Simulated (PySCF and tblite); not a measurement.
Values are calculated unless marked as measured or tabulated.
C9H14O, numbered as in [O:1]=[C:2]1[CH2:3][CH2:4][CH:5]([CH:6]2[CH2:7][CH2:8]2)[CH2:9][CH2:10]1.

The ensemble was built from 90 distance-geometry starts (ETKDG and KDG, MMFF94s, GFN2-xTB) and rests on GFN2-xTB geometries. Free energies are PBE0-D3(BJ)/pcSseg-1 (IEF-PCM, acetonitrile) single points with GFN2-xTB rigid-rotor and vibrational terms (modes under about 100 cm⁻¹ blended into free rotors). Symmetry numbers and mirror images are counted. Conformers within 3 kcal/mol (GFN2-xTB free energy) were kept, 7 at most. Run with PySCF (density fitting) and tblite.

Torsions listed: C4–C5–C6–C7. The 6-ring runs over atoms 2–3–4–5–9–10. Of a mirror pair one member is shown.

```csv
conformer,shape,symmetry,dipole D
1,6-ring chair (C6 axial); 153°,Cs,4.17
2,6-ring chair (all substituents equatorial); 26°,C1 (pair),4.16
3,6-ring chair (all substituents equatorial); 154°,Cs,4.12
4,"6-ring twist-boat (ring torsions -63, 31, 29, -62, 30, 30°); 152°",C1 (pair),4.03
```

(1) Which of these conformers is the most populated at 298.15 K, and with what share?

(2) Give the DFT energies and free energies relative to the lowest, and all weights.

(3) How does its share change from 250 K to 373.15 K?

Results:

(1) Conformer 3, about 73 %.

(2) 
| conformer | shape | E(DFT) kcal/mol | G(298.15 K) kcal/mol | weight % |
| --- | --- | --- | --- | --- |
| 1 | 6-ring chair (C6 axial); 153° | 0.52 | 0.75 | 20.5 |
| 2 | 6-ring chair (all substituents equatorial); 26° | 1.80 | 1.52 | 5.6 |
| 3 | 6-ring chair (all substituents equatorial); 154° | 0.00 | 0.00 | 73.0 |
| 4 | 6-ring twist-boat (ring torsions -63, 31, 29, -62, 30, 30°); 152° | 3.16 | 2.61 | 0.9 |

(3) From 78 % to 66 %; the mixing entropy goes from 1.31 to 1.99 cal/(mol K).
